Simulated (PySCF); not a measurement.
C$_{5}$H$_{6}$OS: calculation and literature

Geometry:
| atom | x (Å) | y (Å) | z (Å) |
| --- | --- | --- | --- |
| C1 | 2.418 | 0.266 | -0.328 |
| S2 | 1.330 | -1.151 | -0.544 |
| C3 | -0.222 | -0.411 | -0.232 |
| C4 | -1.474 | -1.113 | -0.276 |
| C5 | -2.428 | -0.188 | 0.024 |
| O6 | -1.871 | 1.015 | 0.247 |
| C7 | -0.533 | 0.882 | 0.092 |
| H8 | 3.440 | -0.093 | -0.504 |
| H9 | 2.352 | 0.667 | 0.695 |
| H10 | 2.188 | 1.059 | -1.056 |
| H11 | -1.629 | -2.165 | -0.502 |
| H12 | -3.510 | -0.244 | 0.111 |
| H13 | 0.060 | 1.778 | 0.241 |

[PySCF: shieldings: GIAO KT3/pcSseg-2; coordinates at the PBE0-D3(BJ)/def2-SVP level; single conformer; isolated molecule; relativity neglected; one averaged value for each set of equivalent atoms]

Reference values: estimated from measurements, as parent shift plus tabulated substituent increment (solution, not stated per compound (mostly CDCl3 or CCl4); Pretsch, Buehlmann, Badertscher, Structure Determination of Organic Compounds, 4th ed. (2009)).
| atoms | quantity | reference | computed |
| --- | --- | --- | --- |
| H12 | δ ¹H | 7.23 | 7.45 |
| H13 | δ ¹H | 7.20 | 6.95 |
| H11 | δ ¹H | 6.25 | 6.34 |

Computed shifts are σ(ref) − σ with the named reference compound (TMS for H and C) calculated as an isolated molecule at the same level.

Question: How far are the unscaled ¹H shifts from the references?

Answer: Mean signed difference +0.02 ppm, mean absolute 0.19 ppm over 3 comparisons; the largest is -0.25 ppm at H13 (hydrogen on an aromatic CH next to the ring oxygen).
